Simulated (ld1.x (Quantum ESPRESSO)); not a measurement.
**silicon (Si), TM: configuration errors across variants**

ld1.x (Quantum ESPRESSO) 7.5 input, shortened:

```
&input
   title='Si', zed=14., rel=1, dft='PBE', iswitch=3,
   config='[Ne] 3s2 3p2 3d-2'
 /
 &inputp
   pseudotype=2, tm=.true., lloc=1,
   nlcc=.false.
 /
3
3S  1  0   2.00   0.00  1.95  1.95  0.0
3D  3  2  -2.00  -0.15  2.00  2.00  0.0
3P  2  1   2.00   0.00  1.85  1.85  0.0
 &test
   configts(1)='3s2 3p2'
 /
```

All-electron excitation energies from the reference (eV): (1) 3s2 3p1 7.740; (2) 3s2 3p0 23.733; (3) 3s1 3p0 57.704; (4) 3s2 3p1.5 2.921; (5) 3s1 3p2 15.171; (6) 3s2 3p2.3 -0.930; (7) 3s1 3p3 6.814.

Errors AE − PS in meV (a dash: test not solved or not reliable):

```tsv
change	(1)	(2)	(3)	(4)	(5)	(6)	(7)	bound ghosts
base	-0.2	+2.0	+69	-0.1	+5.9	0.0	+3.2	none
wave 3p (bound): rc 1.85 bohr becomes 3p (bound): rc 1.24 bohr	+4.1	+28	+73	+0.8	+30	+0.2	+27	none
wave 3p (bound): rc 1.85 bohr becomes 3p (bound): rc 1.34 bohr	+0.8	+5.3	+61	+0.2	+14	+0.1	+8.1	none
wave 3p (bound): rc 1.85 bohr becomes 3p (bound): rc 1.50 bohr	-0.2	-1.3	+61	-0.1	+8.8	+0.1	+3.9	none
wave 3p (bound): rc 1.85 bohr becomes 3p (bound): rc 1.76 bohr	-0.3	+1.0	+67	-0.1	+6.3	+0.1	+3.2	none
wave 3p (bound): rc 1.85 bohr becomes 3p (bound): rc 1.90 bohr	-0.2	+2.3	+70	-0.1	+5.7	+0.1	+3.2	none
wave 3p (bound): rc 1.85 bohr becomes 3p (bound): rc 2.08 bohr	-0.2	+2.6	+70	-0.1	+5.6	+0.1	+3.2	none
wave 3p (bound): rc 1.85 bohr becomes 3p (bound): rc 2.26 bohr	-0.2	+2.1	+69	-0.1	+5.9	+0.1	+3.3	none
wave 3p (bound): rc 1.85 bohr becomes 3p (bound): rc 2.42 bohr	-0.3	+0.7	+65	-0.1	+6.7	+0.1	+3.7	none
wave 3p (bound): rc 1.85 bohr becomes 3p (bound): rc 2.60 bohr	-0.3	-1.5	+59	-0.1	+7.9	+0.1	+4.3	none
```

Q: Give the same row for: wave 3p (bound): rc 1.85 bohr becomes 3p (bound): rc 2.80 bohr.

A: -0.3, -4.1, +53, -0.1, +9.3, +0.1, +4.9; bound ghosts: none.
